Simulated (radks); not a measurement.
Species: Sm50+. Configuration: [Ne] 3s2 (the NIST ground configuration).

All-electron calculation, non-relativistic Kohn-Sham, LB94 model potential, spin-polarised, spherical densities, point nucleus; relativity is left out, which matters for an element this heavy. Program: a radial shooting solver on a logarithmic mesh with Libxc functionals.

Energy parts (eV):
kinetic: 203738.70
electron-nucleus: -423981.89
Hartree: 19637.39
(The LB94 potential has no energy functional, so no total or exchange-correlation energy is given.)

Orbitals (lengths in bohr, moments of r in powers of bohr):
| orbital | occ. | eigenvalue (eV) | <1/r> |
|---|---|---|---|
| 1s | 2 | -47827.36 | 61.52 |
| 2s | 2 | -10420.80 | 14.50 |
| 2p | 6 | -10120.78 | 14.50 |
| 3s | 2 | -4335.867 | 6.128 |
| 3p | 0 | -4232.453 | 6.103 |
| 4s | 0 | -2377.165 | 3.380 |

The highest occupied level is 3s at -4335.9 eV. Summed over all electrons, <r^2> = 0.2132 bohr^2, which gives a Langevin (diamagnetic) susceptibility term of -0.169 x 10^-6 cm^3/mol.
